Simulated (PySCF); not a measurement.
Isomers of C7H10NOP, mass 155.050 u with the commonest isotopes. Theory: PBE0-D3(BJ)/def2-SVP geometry optimisation, gas phase (PySCF 2.14.0). One conformer each, none proved a minimum here; rigid rotors.

Question: Order these by dipole moment, largest first.
A. `[CH3:1][C@@H:2]1[CH2:3][P@:4]1(=[NH:5])[c:6]1[cH:7][cH:8][cH:9][o:10]1` with C3–P4–C6–C7 164°
B. `[CH3:1][CH2:2][P@H:3](=[O:4])[c:5]1[cH:6][cH:7][n:8][cH:9][cH:10]1` with C1–C2–P3–O4 54°, C2–P3–C5–C6 124°
C. `[CH3:1][CH2:2][n:3]1[cH:4][p:5][c:6]([C:7]([CH3:8])=[O:9])[cH:10]1` with C1–C2–N3–C4 85°, P5–C6–C7–C8 3°

Answer: C (4.39 D), B (3.52 D), A (2.47 D).

Question: Order these by radius of gyration √(Σ m r²/M), largest first.
A. `[CH3:1][C@@H:2]1[CH2:3][P@:4]1(=[NH:5])[c:6]1[cH:7][cH:8][cH:9][o:10]1` with C3–P4–C6–C7 164°
B. `[CH3:1][CH2:2][n:3]1[cH:4][p:5][c:6]([C:7]([CH3:8])=[O:9])[cH:10]1` with C1–C2–N3–C4 85°, P5–C6–C7–C8 3°
C. `[CH3:1][CH2:2][P@H:3](=[O:4])[c:5]1[cH:6][cH:7][n:8][cH:9][cH:10]1` with C1–C2–P3–O4 54°, C2–P3–C5–C6 124°

Answer: B (2.418 Å), C (2.310 Å), A (2.182 Å).

Question: Order these by rotational constant C, smallest first.
A. `[CH3:1][CH2:2][n:3]1[cH:4][p:5][c:6]([C:7]([CH3:8])=[O:9])[cH:10]1` with C1–C2–N3–C4 85°, P5–C6–C7–C8 3°
B. `[CH3:1][CH2:2][P@H:3](=[O:4])[c:5]1[cH:6][cH:7][n:8][cH:9][cH:10]1` with C1–C2–P3–O4 54°, C2–P3–C5–C6 124°
C. `[CH3:1][C@@H:2]1[CH2:3][P@:4]1(=[NH:5])[c:6]1[cH:7][cH:8][cH:9][o:10]1` with C3–P4–C6–C7 164°

Answer: A (572.6 MHz), B (677.4 MHz), C (735.5 MHz).

```csv
SMILES,point group,Ia (u·Å²),Ib (u·Å²),Ic (u·Å²),κ,μa (D),μb (D),μc (D)
CC[P@H](=O)c1ccncc1,C1,234.63,673.31,746.10,-0.90,0.64,3.31,1.00
CCn1cpc(C(C)=O)c1,C1,235.43,695.41,882.54,-0.80,4.35,0.51,0.31
C[C@@H]1C[P@]1(=N)c1ccco1,C1,265.36,524.09,687.09,-0.61,0.05,2.47,0.01
```
